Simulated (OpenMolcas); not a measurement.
# Cu4+: moving or changing the point charges

Cu4+ among 6 point charges of -2.2 e arranged as a trigonal prism (D3h), 1.78 Å from the ion, with a polar angle of 54.0° against the regular 49.1°.

| Property | Result |
| --- | --- |
| Program | OpenMolcas |
| Method | CASSCF |
| Basis | ANO-RCC-VTZP [6s5p3d2f1g] |
| Scalar Hamiltonian | DKH2, point nucleus |
| Active space | 7 electrons in 5 orbitals (3d) |
| State averaging | 2S+1 = 4 even, 10 roots; 2S+1 = 2 even, 40 roots |
| Spin-orbit coupling | state interaction with AMFI integrals over the reference wave functions |

Runs around this geometry, states (labels of D3, the rotations of D3h). Energies in cm-1 above the lowest state or level, χT in cm3 K/mol.

```tsv
R (Å)	q (e)	Polar angle / regular	Ground state	First state of that spin	First gap with spin-orbit (degeneracies)	χT at 300 K	First state of another spin
1.78	-2.2	1.01	4E	1017	353.3 (2, 2)	4.552	2A1 24641
1.78	-1.76	1.1	4E	4E 1322	212.4 (2, 2)	4.690	2A1 25075
1.61	-2.2	1.1	4E	4E 2693	355.3 (2, 2)	4.184	2A1 25742
1.78	-2.2	1.1	4E	4E 1654	255.9 (2, 2)	4.521	2A1 25243
1.92	-2.2	1.1	4E	4E 1145	188.4 (2, 2)	4.805	2A1 24964
```

Taking the first state of the same spin as R^-n, n = -ln(1145 / 2693) / ln(1.92 / 1.61) = 4.9 between the shortest and longest distance.

Scaling the charges by -1.76 / -2.2 = 0.80 scales the first state of the same spin by 1322 / 1654 = 0.80; with fixed orbitals a first-order splitting would follow the charge.

An orbital doublet at a regular site is open to a Jahn-Teller distortion, which this geometry leaves out. Without dynamic correlation the repulsion within the d shell is too large (B by tens of per cent), so at a given field states of lower spin stand too high. Point charges give a weaker field than real ligands, and real ions of this kind are often low spin; the high spin found here belongs to the model. The ground term spreads over less than 5000 cm-1, several times less than with real ligands, so orbital moments are less quenched and χT lies further from the spin-only value than at real sites. This is an electrostatic model: the charges have no orbitals. An unlabelled pair can be two single states that coincide in this model. No measured value stands beside these numbers.
